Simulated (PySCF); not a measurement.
BrHMg. Atoms are numbered in the order given.

```xyz
3

Mg     0.0000     0.0000     1.6767
H      0.0000     0.0000     3.3576
Br     0.0000     0.0000    -0.6708
```

The structure is a stationary point at B3LYP-D3(BJ)/def2-TZVP.

Level of theory: PySCF with B3LYP/def2-TZVPD.

- total energy = -2774.94648 hartree
- point group = C∞v
- highest occupied level = -7.91 eV
- lowest empty level = -1.37 eV
- orbital gap = 6.54 eV
- dipole moment = 1.56 D
- quadrupole, principal values (traceless, Buckingham form, about the centre of nuclear charge) = -8.72, 4.36, 4.36 D·Å
- mean static polarisability = 51.8 bohr³ (7.67 Å³)
- polarisability, principal values = 45.6, 45.6, 64.1 bohr³
